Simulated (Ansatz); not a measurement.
Molecular dynamics of Mg12NO

Input file:

```yaml
crystal:
  lattice:
    - [6.42, 0.0, 0.0]
    - [3.21, 5.559883, 0.0]
    - [0.0, 0.0, 18.21304]
  atoms:
    - { symbol: Mg, position: [0.0, 0.0, 0.0549057] }
    - { symbol: Mg, position: [0.5, 0.0, 0.0549057] }
    - { symbol: Mg, position: [0.0, 0.5, 0.0549057] }
    - { symbol: Mg, position: [0.5, 0.5, 0.0549057] }
    - { symbol: Mg, position: [-0.17249866, 0.3350254, 0.1963402] }
    - { symbol: Mg, position: [0.3294164, 0.33520612, 0.19598974] }
    - { symbol: Mg, position: [-0.17252539, 0.8373595, 0.1963303] }
    - { symbol: Mg, position: [0.32765695, 0.83610783, 0.2009249] }
    - { symbol: Mg, position: [-0.01546836, 0.00762528, 0.34361023] }
    - { symbol: Mg, position: [0.49228159, 0.00649623, 0.34271483] }
    - { symbol: Mg, position: [-0.00901637, 0.50443546, 0.33277048] }
    - { symbol: Mg, position: [0.49226636, 0.50111673, 0.34269005] }
    - { symbol: "N", position: [0.65379232, 0.17305803, 0.40950434] }
    - { symbol: O, position: [0.6502619, 0.17500076, 0.47894266] }
basis:
  ecutwfc: 420.0
kpoints:
  mp_grid: { grid: [2, 2, 1] }
hamiltonian:
  xc: pbe
scf:
  occupations: { method: fermi_dirac, width: 0.05 }
  lower_state_search: "off"
md:
  timestep: 1.5
  n_steps: 150
  ensemble: nvt_langevin
  temperature: 1200.0
  initial_velocities: maxwell_boltzmann
  seed: 924226
  friction: 0.02
  constraints: [{ sites: [0, 1, 2, 3] }]
```

Command:

```bash
$ ansatz run input.yaml --threads 2 --pin off --max-ram 5120MiB --backend cpu --events-out ev --progress --plain --runs-dir out
```

It starts from a relaxed structure.

Output, in part (step lines):

```
md step     0: t =     0.00 fs  T =  1200.0 K  F+E_penalty+E_count = -24033.35943365 eV  E_kin = 1.551120 eV  (12 SCF iters)
md step     1: t =     1.50 fs  T =  1052.4 K  F+E_penalty+E_count = -24033.35265236 eV  E_kin = 1.360320 eV  (10 SCF iters)
md step     2: t =     3.00 fs  T =  1216.3 K  F+E_penalty+E_count = -24033.33542474 eV  E_kin = 1.572137 eV  (10 SCF iters)
md step     3: t =     4.50 fs  T =  1248.5 K  F+E_penalty+E_count = -24033.31559186 eV  E_kin = 1.613873 eV  (10 SCF iters)
md step     4: t =     6.00 fs  T =  1036.1 K  F+E_penalty+E_count = -24033.29305331 eV  E_kin = 1.339269 eV  (10 SCF iters)
md step     5: t =     7.50 fs  T =  1040.0 K  F+E_penalty+E_count = -24033.26421329 eV  E_kin = 1.344270 eV  (7 SCF iters)
md step     6: t =     9.00 fs  T =   987.3 K  F+E_penalty+E_count = -24033.23192096 eV  E_kin = 1.276162 eV  (7 SCF iters)
md step     7: t =    10.50 fs  T =  1191.6 K  F+E_penalty+E_count = -24033.19355185 eV  E_kin = 1.540256 eV  (6 SCF iters)
[... lines left out ...]
md step   149: t =   223.50 fs  T =   739.8 K  F+E_penalty+E_count = -24032.08350732 eV  E_kin = 0.956322 eV  (9 SCF iters)
md step   150: t =   225.00 fs  T =   683.1 K  F+E_penalty+E_count = -24032.05266275 eV  E_kin = 0.882929 eV  (10 SCF iters)
```

The steps, from the saved trajectory:

```csv
time (fs),T (K),potential energy less start (eV)
0.0,1200,0.000
7.5,1040,0.095
15.0,1155,0.333
22.5,733,0.623
30.0,1218,0.939
37.5,1108,1.369
45.0,1204,1.818
52.5,1053,1.970
60.0,1073,1.793
67.5,1566,1.481
75.0,1821,1.190
82.5,1543,1.234
90.0,1374,1.280
97.5,897,1.278
105.0,608,1.244
112.5,917,1.069
120.0,1261,0.870
127.5,926,0.832
135.0,860,0.885
142.5,892,1.003
150.0,861,1.169
157.5,851,1.261
165.0,682,1.234
172.5,881,1.212
180.0,744,1.484
187.5,872,1.381
195.0,788,1.287
202.5,767,1.148
210.0,591,1.283
217.5,541,1.530
225.0,683,1.307
```

All steps were run. The mean temperature of the second half is 33 % below the set value. A run of 0.23 ps of so small a system gives no equilibrium averages. Limits of this set-up: coarse k mesh, thin slab, slab without dipole correction, odd electron count without spin.

Mean squared displacements from the first frame to the last: Mg 0.24 Å², N 0.71 Å², O 0.80 Å².

Last frame:

```xyz
14
Lattice="6.4200 0.0000 0.0000 3.2100 5.5599 0.0000 0.0000 0.0000 18.2130" Properties=species:S:1:pos:R:3
Mg 0.000 0.000 1.000
Mg 3.210 0.000 1.000
Mg 1.605 2.780 1.000
Mg 4.815 2.780 1.000
Mg -0.104 2.475 3.329
Mg 3.030 2.743 3.441
Mg 1.566 5.185 3.414
Mg 4.630 5.503 3.884
Mg -0.406 -0.207 6.409
Mg 3.175 0.170 6.387
Mg 1.186 3.012 6.000
Mg 4.587 2.869 6.323
N 4.160 1.326 7.935
O 4.090 1.363 9.202
```

Time of the run: 14 min on 2 threads of Arm Neoverse V1 (shared host), peak memory 1.1 GiB.
